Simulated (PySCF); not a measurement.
Excitations are Tamm–Dancoff values on a coarser integration grid. The basis has no diffuse functions, so Rydberg states are missing or too high.

Cartesian coordinates (Å):
SMILES: C1C[C@H]2[C@H]([C@@H](C=O)[C@@H]1C2)B
```xyz
23

B      1.8516    -1.3622    -0.8542
C      0.9749    -0.6662     0.2165
C     -0.4526    -1.1575     0.5112
C     -1.3285    -0.8456    -0.7141
C     -1.4993     0.6940    -0.6393
C     -0.6561     1.0810     0.5876
C     -0.9350    -0.1060     1.5169
C      0.8541     0.8834     0.2871
C      1.3057     1.5808    -0.9672
O      1.8680     2.6408    -0.9982
H      2.8590    -0.8295    -1.2645
H      1.6221    -2.5031    -1.1897
H      1.6416    -0.9853     1.0617
H     -0.4949    -2.2072     0.8340
H     -2.2998    -1.3591    -0.6458
H     -0.8548    -1.1832    -1.6494
H     -2.5503     0.9670    -0.4601
H     -1.1981     1.2139    -1.5604
H     -0.8766     2.0818     0.9842
H     -2.0019    -0.1983     1.7761
H     -0.3426    -0.0846     2.4452
H      1.4411     1.3160     1.1117
H      1.0725     1.0290    -1.9209
```
Charge 0, multiplicity 1.

**Question.** Predict the S1–T1 gap (TDA), LUMO and HOMO from PBE-D3(BJ)/def2-TZVP // PBE0-D4/def2-SVP run with PySCF.

**Answer.** 
| Quantity | Result |
|---|---|
| S1–T1 gap (TDA) | 0.29 eV |
| LUMO | -2.38 eV |
| HOMO | -5.77 eV |
